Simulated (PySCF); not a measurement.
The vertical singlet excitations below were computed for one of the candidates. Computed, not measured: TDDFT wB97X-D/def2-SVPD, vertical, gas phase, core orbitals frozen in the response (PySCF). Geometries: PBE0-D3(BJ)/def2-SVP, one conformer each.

```csv
state,λ (nm),f
S1,208.6,0.301
S2,198.3,0.0085
S3,181.1,0.017
S4,177.2,0.0079
S5,170.7,0.0021
S6,166.0,0.017
S7,162.9,0.026
S8,161.6,0.0070
S9,158.0,0.249
S10,154.8,0.068
```

Task: Which structure fits? All have the formula C5H8OSi.
A. `[SiH3]CC1=CC=CO1`
B. `C1C=C(CC=1)O[SiH3]`
C. `[SiH2]1C(=CC=C1)OC`
D. `CC#C/C=C\O[SiH3]`

Result: A. Its S1, at 5.94 eV, is the highest among the candidates; the nearest of the others has S1 at 5.27 eV. S1 is HOMO→LUMO (86%). Löwdin shares by element: HOMO carbon 76% or more (atoms not listed hold the other 24%); LUMO carbon 26% or more, silicon 17%, oxygen 12% (atoms not listed hold the other 45%). At the same level the other candidates give, for their lowest levels:
- `[SiH3]OC1=CC=CC1`: 261 nm (f 0.125); 222 nm (f 0.000); 203 nm (f 0.001); 184 nm (f 0.013); 183 nm (f 0.011); T1 2.98 eV; HOMO -7.58, LUMO 1.40 eV
- `COC1=CC=C[SiH2]1`: 303 nm (f 0.095); 210 nm (f 0.000); 207 nm (f 0.005); 205 nm (f 0.001); 187 nm (f 0.005); T1 2.60 eV; HOMO -7.83, LUMO 0.55 eV
- `CC#C/C=C\O[SiH3]`: 235 nm (f 0.251); 228 nm (f 0.002); 219 nm (f 0.000); 199 nm (f 0.001); 193 nm (f 0.004); T1 3.41 eV; HOMO -7.99, LUMO 1.30 eV

The values belong to the conformer `[SiH3:1][CH2:2][c:3]1[cH:4][cH:5][cH:6][o:7]1`: Si1–C2–C3–C4 107°.
Triplets come from the Tamm–Dancoff approximation.
